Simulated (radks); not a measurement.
Results of a calculation; reference values are marked as such.
Valence configurations of neutral gold (all share [Xe]). Code: a radial shooting solver on a logarithmic mesh with Libxc functionals. Model: scalar-relativistic Kohn-Sham, PBE, spin-unpolarised, spherical densities, finite nucleus; Fermi nuclear charge, rms radius 5.4371 fm. Energies are relative to 4f14 5d10 6s1; eigenvalues in eV.

| valence | E (eV) | e(4f) | e(5d) | e(6p) | e(6s) |
|---|---|---|---|---|---|
| 4f14 5d10 6s1 | 0.000 | -81.132 | -6.880 | - | -5.757 |
| 4f14 5d9 6s2 | 1.702 | -84.175 | -8.954 | - | -6.658 |
| 4f14 5d9.5 6s1 6p0.5 | 3.395 | -83.753 | -9.009 | -1.507 | -7.032 |
| 4f14 5d10 6p1 | 5.242 | -83.292 | -9.005 | -1.820 | - |
| 4f14 5d9 6s1 6p1 | 7.499 | -86.292 | -10.994 | -2.091 | -8.138 |
| 4f14 5d9.5 6p1.5 | 9.166 | -85.676 | -10.859 | -2.353 | - |
| 4f13.5 5d10 6s1.5 | 39.374 | -88.236 | -8.373 | - | -6.193 |
| 4f13 5d10 6s2 | 82.142 | -95.624 | -10.013 | - | -6.669 |
| 4f13 5d10 6s1.5 6p0.5 | 85.007 | -96.789 | -11.150 | -1.626 | -7.500 |
| 4f13 5d10 6s1 6p1 | 88.009 | -97.819 | -12.145 | -2.073 | -8.204 |

NIST lists [Xe] 4f14 5d10 6s1 as the ground configuration; this level of theory agrees among the configurations tried. The energies are those of spherical spin-averaged densities, not of single terms.
